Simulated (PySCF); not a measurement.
## Tl+: ionisation energy

Tl+ [Xe] 4f14 5d10 6s2 (1S) → Tl(2+) [Xe] 4f14 5d10 6s1 (2S), as a difference of total energies. All numbers are calculated (PySCF 2.14, scalar relativity through the core potential, in aug-cc-pwCVTZ-PP with ECP60MDF). Correlated levels: valence: 5s2 5p6 5d10 frozen. The calculations carry no spin-orbit coupling.

```tsv
method	ionisation energy (eV)	error (eV)
UHF	18.361	-2.067
MP2 (valence)	18.932	-1.496
SCS-MP2 (valence)	19.047	-1.381
CCSD (valence)	19.121	-1.307
```

Reference: 20.428 eV (measured; NIST Atomic Spectra Database, ionization energies).

Errors of the correlated levels include the incompleteness of this basis and the frozen core.

With two correlated electrons CCSD is exact in that space.
